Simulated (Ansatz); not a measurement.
Species: sum formula HPO (charge 0, singlet). 
Structure (B3LYP-D3(BJ)/def2-TZVP (Ansatz, a first-principles code) minimum search):
```
P
O 1 1.4834
H 1 1.4677 2 104.44
```

Basis-set convergence of Hartree-Fock and MP2 correlation energies (hartree) with Ansatz. Cores are frozen in the correlated levels unless marked. No spin-orbit coupling. Non-relativistic.

The Hartree-Fock reference is unstable (checked in the largest basis), which strains HF and MP2. 

```
basis        functions       E(HF)  E(corr, MP2)
-----------  ---------  ----------  ------------
def2-SVPD           55  -415.98425      -0.31778
def2-TZVPPD        105  -416.20215      -0.38324
def2-QZVPPD        175  -416.21558      -0.41154
```

Extrapolating the two largest sets (X = 3 and 4) as X^-3: E(corr) = (64·(-0.41154) - 27·(-0.38324))/37 = -0.4322 Eh, an estimate of the basis-set limit. The largest set recovers 95.2 % of it, the smallest 73.5 %.
